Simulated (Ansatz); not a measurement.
Reaction (formal exchange of groups at a C–Si bond): `C=C[SiH](C)F` + SiH₄ → `C=C[SiH3]` + `C[SiH2]F`

Gas-phase electronic energies from Ansatz, PBE0-D4/def2-TZVP geometries. CCSD(T)/CBS adds triple-zeta CCSD(T) − MP2 to the extrapolated MP2 energy (def2 sets, frozen cores). This one scheme is used for every species. DFT in def2-TZVPP. One conformer a species, not always the lowest.

| level | ΔE (kJ/mol) |
| --- | --- |
| r2SCANh | 10.3 |
| CCSD(T)/def2-SVP | 12.8 |

(1) What does CCSD(T)/CBS give? (An estimate is asked.)

Largest T1 diagnostic among the species: 0.011.

Answers

(1) Ansatz gave: +10.3 kJ/mol. The listed levels differ from it by 0.0, 2.5 kJ/mol.

Leaving LDA and LC-ωPBE aside and taking each functional with its dispersion term where it has one, the values, not all of them listed here, spread over 2.2 kJ/mol, from B2PLYP to ωB97M-V.

CCSD(T)/CBS has its own doubt, a few kJ/mol and more with outer-core shells, so smaller differences from it don't rank the levels.
